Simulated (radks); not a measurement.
Values are calculated unless marked as measured or tabulated.
Task: Radial electron density D(r) = 4 pi r^2 rho(r) of an atom or ion with 44 electrons. Level of theory: scalar-relativistic Kohn-Sham, PBEsol, spin-unpolarised, spherical densities, point nucleus (a radial shooting solver on a logarithmic mesh with Libxc functionals).

r (bohr),D(r) (e/bohr)
0.001322,1.618
0.001764,2.685
0.002371,4.457
0.003163,7.172
0.004218,11.28
0.005626,17.19
0.007503,25.14
0.01009,35.12
0.01346,45.23
0.01795,53.14
0.02394,55.92
0.03218,52.66
0.04292,48.02
0.05725,50.13
0.07635,61.33
0.1018,69.80
0.1369,61.33
0.1826,46.62
0.2436,47.83
0.3249,54.40
0.4368,39.89
0.5825,18.88
0.7769,13.47
1.036,13.68
1.382,9.021
1.858,4.149
2.478,1.990
3.306,0.9692
4.409,0.3475
5.928,0.06997
7.906,0.007404
10.54,0.0003130

What is the nuclear charge?

Result: Z = 44. The innermost maximum, from 1s, lies near gamma/Z bohr with gamma = sqrt(1 - (Z/c)^2) = 0.947, here 0.0215 bohr (found: 0.0236), and its height grows with Z. The density is that of neutral ruthenium in [Kr] 4d6 5s2; the configuration itself is not fixed sharply by these data, and Z only to a few units. D(r) has 4 maxima, at r = 0.0236, 0.103, 0.317, 0.934 bohr, and minima at 0.0469, 0.206, 0.752 bohr, inside which lie 2.02, 11.11, 29.17 electrons.
